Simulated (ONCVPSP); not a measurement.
# What one change does to a pseudopotential (lanthanum, ONCV)

ONCVPSP 4.0.1 input, shortened (lines: element, Z, core and valence counts, functional; n l f; lmax; l rc ep ncon nbas qcut; lloc lpopt rc5 dvloc0; l nproj debl; icmod fcfact rcfact), PBEsol, scalar-relativistic:

```
  La 57.00    9    5  -116133      upf
    1    0    2.00
    2    0    2.00
    2    1    6.00
    3    0    2.00
    3    1    6.00
    3    2   10.00
    4    0    2.00
    4    1    6.00
    4    2   10.00
    5    0    2.00
    5    1    6.00
    5    2    1.00
    6    0    1.00
    6    1    1.00
    3
    0    2.75    0.00    4    9    3.70
    1    2.60    0.00    4    7    4.50
    2    2.40    0.00    4    8    4.70
    3    2.75    0.20    3    6    3.90
    4    4    1.80    1.00
    0    2    3.50
    1    3    3.90
    2    2    1.10
    3    1    0.80
    3    2.50    1.00
```

In the f channel the program set the typed energies aside and used -0.202 Ha.

Change: core correction Teter function, fcfact 2.5, rcfact 1.86.

Cutoffs: the cutoffs (Ha) at which the residual kinetic energy of the hardest occupied pseudo-wave falls to 1 and 0.1 mHa per electron; they do not see the model core or the augmentation charge, which bear on the density cutoff. Errors are all-electron minus pseudo energies relative to the spin-unpolarised reference configuration.

How do hardness, ghosts and transferability respond?

The potential gets neither clearly harder nor softer (5.8 Ha and 7.0 Ha → 5.8 Ha and 7.0 Ha); of the 4 tests that both files solve, the error grows in 3 and shrinks in 0 by more than 15 % and 0.3 meV (median size 0.8 → 1.6 meV); neither file shows a bound ghost. A model core, the more so a compact one, raises the density cutoff, which this test does not measure.

| quantity | base | changed |
| --- | --- | --- |
| cutoff, loose | 5.8 Ha | 5.8 Ha |
| cutoff, tight | 7.0 Ha | 7.0 Ha |
| bound ghosts | none | none |
| GHOST(+) flags under 300 eV | none | none |
| error for 5s2 5p6 5d1 6s2 6p0, meV [ΔE -2.41 eV] | -0.8 | -1.9 |
| error for 5s2 5p6 5d1 6s1 6p0, meV [ΔE 3.59 eV] | -0.9 | -1.2 |
| error for 5s2 5p6 5d1 6s0 6p0, meV [ΔE 14.44 eV] | -5.6 | -17 |
| error for 5s2 5p6 5d1 6s1.5 6p0, meV [ΔE 0.01 eV] | -0.6 | -1.1 |
| s: phases at 2.79 bohr within 0.05 rad from the reference energy up to (Ha; the scan ends near 5) | 2.1 | 2.1 |
| p: phases at 2.64 bohr within 0.05 rad from the reference energy up to (Ha; the scan ends near 5) | to the end of the scan | to the end of the scan |
| d: phases at 2.43 bohr within 0.05 rad from the reference energy up to (Ha; the scan ends near 5) | 2.5 | 2.5 |
| f: phases at 2.79 bohr within 0.05 rad from the reference energy up to (Ha; the scan ends near 5) | -0.1 | -0.1 |
| rms error of d²Exc/dni dnj with the model core, mHa | 1.40 | 2.01 |

Base: The cutoffs count occupied waves only; projector 1 of the f channel, the hardest unoccupied one, needs 37 Ha at the loose tolerance. Changed file: The cutoffs count occupied waves only; projector 1 of the f channel, the hardest unoccupied one, needs 37 Ha at the loose tolerance.
